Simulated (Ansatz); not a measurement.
`[CH2]B(C)N`• → `B[N]CC`•  (isomerisation)

Computed with Ansatz on PBE0-D4/def2-TZVP structures; ΔE is electronic, products minus reactants. CCSD(T)/CBS is the MP2 limit (def2-TZVPP, def2-QZVPP) plus CCSD(T) − MP2 in def2-TZVPP, frozen cores. DFT in def2-TZVPP. HSE06 is defined as in plane-wave codes. Open shells (•) are unrestricted, without spin–orbit coupling. Each species was taken in one conformer, which may not be the lowest.

`[CH2]B(C)N`•:

Z-matrix (Å, degrees):
```
C
B 1 1.578
H 1 1.095 2 110.8
H 1 1.095 2 110.6 3 -117.0
H 1 1.093 2 114.0 3 121.6
N 2 1.405 1 120.0 3 -122.8
C 2 1.540 1 121.6 3 57.3
H 6 1.005 2 123.0 1 0.1
H 6 1.006 2 123.3 1 -179.9
H 7 1.088 2 123.3 1 179.9
H 7 1.086 2 122.8 1 -0.1
```

`B[N]CC`•:

Z-matrix (Å, degrees):
```
C
N 1 1.393
C 1 1.521 2 114.2
H 1 1.099 2 109.6 3 124.6
H 1 1.104 2 107.3 3 -122.0
B 2 1.333 1 164.9 3 107.3
H 3 1.091 1 110.6 2 60.8
H 3 1.092 1 110.3 2 -179.3
H 3 1.091 1 110.6 2 -59.0
H 6 1.204 2 121.1 1 178.7
H 6 1.210 2 118.7 1 -1.3
```

Task: Is it downhill or uphill in electronic energy at CCSD(T)/CBS, and by how much? (Estimate.)

Result: The calculation gave: Uphill: ΔE = +159.6 kJ/mol.

Task: What do these levels give: BLYP-D4, B97M-V, BHLYP-D4, ωB97M-V, r2SCANh, HSE06, CAM-B3LYP, CCSD(T)/def2-SVP, MP2/def2-TZVPP, CCSD/def2-TZVPP, CCSD(T)/def2-TZVPP, CCSD/CBS(def2)? (Best estimate.)

Result: The calculation gave: BLYP-D4 130.4, B97M-V 150.3, BHLYP-D4 151.3, ωB97M-V 153.7, r2SCANh 150.2, HSE06 146.4, CAM-B3LYP 144.9, CCSD(T)/def2-SVP 135.9, MP2/def2-TZVPP 176.7, CCSD/def2-TZVPP 157.8, CCSD(T)/def2-TZVPP 155.5, CCSD/CBS(def2) 162.0 kJ/mol.

Largest T1 diagnostic among the species: 0.021.

From BLYP to BHLYP (50 % exact exchange), in def2-TZVPP and without D4, ΔE moves by +21.6 kJ/mol. In def2-TZVPP, CCSD(T) changes the Hartree–Fock value by +3.2 kJ/mol (the triples alone add −2.3 kJ/mol) and MP2 by +24.4 kJ/mol. Leaving LDA and LC-ωPBE aside and taking each functional with its dispersion term where it has one, the values, not all of them listed here, spread over 30.4 kJ/mol, from BLYP-D4 to PBE-QIDH. LDA lies −4.9 kJ/mol from PBE without D4.
